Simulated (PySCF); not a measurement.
`[SiH3][C@@H]1C=C[Se]C1`, C4H8SeSi

Molfile (atoms numbered from 1):
```
C4H8SeSi
     RDKit          3D

 14 14  0  0  0  0  0  0  0  0999 V2000
    1.8296   -0.0147    0.0264 Si  0  0  0  0  0  4  0  0  0  0  0  0
    0.0199    0.2554    0.6140 C   0  0  2  0  0  0  0  0  0  0  0  0
   -0.7167   -1.0338    0.4732 C   0  0  0  0  0  0  0  0  0  0  0  0
   -1.4865   -1.1882   -0.5956 C   0  0  0  0  0  0  0  0  0  0  0  0
   -1.5770    0.3458   -1.7124 Se  0  0  0  0  0  2  0  0  0  0  0  0
   -0.7066    1.3056   -0.2212 C   0  0  0  0  0  0  0  0  0  0  0  0
    2.4125   -1.0621    0.8634 H   0  0  0  0  0  0  0  0  0  0  0  0
    2.5418    1.2529    0.2001 H   0  0  0  0  0  0  0  0  0  0  0  0
    1.8130   -0.4160   -1.3770 H   0  0  0  0  0  0  0  0  0  0  0  0
    0.0301    0.5729    1.6612 H   0  0  0  0  0  0  0  0  0  0  0  0
   -0.5615   -1.8152    1.2005 H   0  0  0  0  0  0  0  0  0  0  0  0
   -2.0402   -2.0678   -0.8746 H   0  0  0  0  0  0  0  0  0  0  0  0
   -0.0512    2.0758   -0.6271 H   0  0  0  0  0  0  0  0  0  0  0  0
   -1.5079    1.7889    0.3471 H   0  0  0  0  0  0  0  0  0  0  0  0
  1  2  1  0
  2  3  1  0
  3  4  2  0
  4  5  1  0
  5  6  1  0
  6  2  1  0
  1  7  1  0
  1  8  1  0
  1  9  1  0
  2 10  1  1
  3 11  1  0
  4 12  1  0
  6 13  1  0
  6 14  1  0
M  END
```

Method used: TDDFT B3LYP/def2-SVPD excited states, vertical, gas phase in PySCF 2.14.0. Geometry: GFN2-xTB.

The calculation is non-relativistic, which matters for the atoms heavier than Zn. States above about 5.5 eV lie in this functional's continuum (it starts at minus the energy of the highest occupied orbital, well below the true ionisation energy for most functionals) and depend on the basis.

Give the one- and two-photon strengths of the lowest singlets.

δ for parallel linear polarisation; σ at the peak of a Lorentzian of half width 0.1 eV, single beam; Ω is circular over linear.
```csv
state,E (eV),f,photon λ (nm),δ (au),σ (GM),Ω,main
S1,3.94,0.002,629,5.36,0.03,1.41,"HOMO→LUMO 0.90, HOMO→LUMO+1 0.08"
S2,4.65,0.104,533,71.1,0.56,0.32,"HOMO→LUMO+1 0.88, HOMO→LUMO 0.08"
S3,4.85,0.012,511,44.5,0.38,1.46,HOMO→LUMO+2 0.98
S4,5.25,0.012,473,238,2.40,1.04,HOMO→LUMO+3 0.94
S5,5.58,0.021,444,651,7.42,0.62,"HOMO→LUMO+4 0.72, HOMO→LUMO+5 0.24"
```

Among these, the strongest one-photon state is S2, the strongest two-photon state S5, with a dipole change of 5.7 D (relaxed, norm of the difference vector).
